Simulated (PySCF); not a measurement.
Molfile (atoms numbered from 1):
```
C7H8O2Si
     RDKit          3D

 18 17  0  0  0  0  0  0  0  0999 V2000
   -3.7034   -0.3578   -0.0558 C   0  0  0  0  0  0  0  0  0  0  0  0
   -2.2632   -0.6003    0.3677 C   0  0  0  0  0  0  0  0  0  0  0  0
   -1.6710   -1.5297   -0.4963 O   0  0  0  0  0  0  0  0  0  0  0  0
   -0.1919   -2.1763   -0.5154 Si  0  0  0  0  0  4  0  0  0  0  0  0
    1.1166   -0.8570   -0.6097 C   0  0  0  0  0  0  0  0  0  0  0  0
    1.9304    0.0455   -0.6398 C   0  0  0  0  0  0  0  0  0  0  0  0
    2.8314    1.0527   -0.6688 C   0  0  0  0  0  0  0  0  0  0  0  0
    3.6376    1.9623   -0.6906 C   0  0  0  0  0  0  0  0  0  0  0  0
    4.5817    3.0205   -0.7129 C   0  0  0  0  0  0  0  0  0  0  0  0
    4.3972    4.1401   -0.3084 O   0  0  0  0  0  0  0  0  0  0  0  0
   -4.2628   -1.2890   -0.0196 H   0  0  0  0  0  0  0  0  0  0  0  0
   -4.1684    0.3645    0.6093 H   0  0  0  0  0  0  0  0  0  0  0  0
   -3.7315    0.0244   -1.0728 H   0  0  0  0  0  0  0  0  0  0  0  0
   -1.6939    0.3370    0.3355 H   0  0  0  0  0  0  0  0  0  0  0  0
   -2.2289   -0.9821    1.3957 H   0  0  0  0  0  0  0  0  0  0  0  0
    0.1225   -2.9198    0.7102 H   0  0  0  0  0  0  0  0  0  0  0  0
   -0.2636   -2.9393   -1.7498 H   0  0  0  0  0  0  0  0  0  0  0  0
    5.5525    2.7109   -1.1550 H   0  0  0  0  0  0  0  0  0  0  0  0
  1  2  1  0
  2  3  1  0
  3  4  1  0
  4  5  1  0
  5  6  3  0
  6  7  1  0
  7  8  3  0
  8  9  1  0
  9 10  2  0
  1 11  1  0
  1 12  1  0
  1 13  1  0
  2 14  1  0
  2 15  1  0
  4 16  1  0
  4 17  1  0
  9 18  1  0
M  END
```

Fast rotation and ring inversion assumed for equivalent nuclei, single conformer, no relativistic terms, isolated molecule. Geometry from GFN2-xTB; PBE0/pcSseg-1 with gauge-including orbitals; PySCF 2.14.0 with density-fitted response routines.

δ = σ(ref) − σ, references computed at the same level: 13C (σ = 186.93 ppm) against TMS.

Question: Do the 13C shifts follow the atomic charges (in e)? Tabulate both.

Answer: 
```tsv
atoms	hybridisation	δ (ppm)	σ para (ppm)	Hirshfeld	IAO	Mulliken	ESP-fitted
C9	sp2	180.9	-244	+0.13	+0.24	+0.19	+0.46
C5	sp	105.7	-187	-0.11	-0.31	-0.43	-0.29
C6	sp	96.4	-161	-0.02	-0.02	+0.22	+0.14
C7	sp	88.9	-151	-0.00	+0.01	+0.14	-0.11
C8	sp	77.2	-157	-0.02	-0.05	-0.25	-0.06
C2	sp3	62.9	-124	+0.02	-0.04	+0.03	+0.37
C1	sp3	20.4	-79	-0.12	-0.42	-0.28	-0.46
```

Correlation coefficients of δ with charge over these carbons: Hirshfeld +0.73, IAO +0.75, Mulliken +0.44, ESP-fitted +0.62; with the paramagnetic shielding -0.98. Among the 4 sp carbons alone: Hirshfeld -0.75, IAO -0.67, Mulliken -0.14, ESP-fitted -0.32. With so few points, grouped by hybridisation, these coefficients are fragile. Charge is one influence among several: hybridisation and low-lying excitations act through the paramagnetic term.

Shifts are as computed. Against solution values, carbons near 30 ppm lie about +3 ppm off and those near 130 ppm about +5 ppm. Of 1309 compounds with measured shifts, 239 miss one by over three times the rms of a fit or turn the order of signals round; such compounds aren't used in these exercises.
